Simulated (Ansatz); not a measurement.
Input for Ansatz (a quantum-chemistry and plane-wave program): U-SVWN5/def2-TZVPP on OSi (SMILES O=[Si]), 2S+1 = 3, a spin state set in the input, which need not be the lowest, at the other state's geometry.

Ansatz 0.2 input:
```yaml
crystal:
  periodic: [false, false, false]
  atoms:
    - {symbol: O, position_ang: [-0.00000000, -0.00000000, -0.96290494]}
    - {symbol: Si, position_ang: [0.00000000, 0.00000000, 0.55023140]}
basis:
  gaussian:
    orbitals: def2-TZVPP
hamiltonian:
  xc: {name: SVWN5}
magnetization: {spin_polarized: true, initial_magnetization: 2}
```

Question: What total energy does the run end on?

Answer: -362.9357 hartree.
